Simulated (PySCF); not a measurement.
Species: transoidal hexafluoroacetone imine, C3HF6N.
Bonds: N1–C2 (double), C2–C3, C3–F4, C3–F5, C3–F6, C2–C7, C7–F8, C7–F9, C7–F10. Hydrogens: H11 on N1.

Structure optimised with GFN2-xTB, isolated species.

**Question.** List the bond lengths, angles and torsions at this level.

**Answer.** 
```
                bond  length (Å)   order
               N1=C2       1.242  double
               C2–C3       1.528  single
               C3–F4       1.325  single
        C3–F5, C3–F6       1.336  single
               C2–C7       1.541  single
C7–F8, C7–F9, C7–F10       1.335  single
              N1–H11       1.019  single
```

Bonds in one row agree within 0.01 Å and their mean is given. Orders are formal, as drawn. A selection of angles:
```
    angle  degrees
C2–N1–H11    117.7
 N1–C2–C3    119.1
 N1–C2–C7    125.9
 C3–C2–C7    115.0
 C2–C3–F4    111.7
 F4–C3–F5    107.7
 C2–C7–F8    112.1
 C2–C7–F9    109.5
 F8–C7–F9    107.4
```

Dihedral angles: N1–C2–C3–F4 -2° (synperiplanar); N1–C2–C7–F8 118° (anticlinal); H11–N1–C2–C3 180° (antiperiplanar).

Of the pairs four or more bonds apart, those above aside, F6···F8 is among the closest relative to their van der Waals radii: 2.76 Å, 94 % of the sum of Bondi's values. H11 on N1 lies 2.36 Å from F9, 4 bonds away (angle at H 100°; Bondi radii sum to 2.67 Å). N1 (imine nitrogen) is bent (angle 117.7°).

Not checked by GFN2-xTB frequencies.

The numbers are calculated, not measured.
